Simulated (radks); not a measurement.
Values are calculated unless marked as measured or tabulated.
Q: The mean radii <r> (bohr) of the occupied orbitals of an atom or ion are listed with their occupations. Level of theory: non-relativistic Kohn-Sham, LDA (Slater exchange, Perdew-Wang correlation), spin-unpolarised, spherical densities, point nucleus (a radial shooting solver on a logarithmic mesh with Libxc functionals).

orbital  occ.      <r>
1s          2  0.04950
2s          2   0.2219
2p          6   0.1924
3s          2   0.6640
3p          6   0.6847
3d         10   0.8034
4s          2    2.237

Name the element and its charge.

A: Z = 31, gallium, charge +1: Ga+ in [Ar] 3d10 4s2. The 1s radius gives Z: for a bare nucleus <r> = 1.5/Z, 0.04839 bohr for Z = 31, and screening makes it slightly larger (0.04950 here). The occupations add up to 30, and the charge is Z minus that.
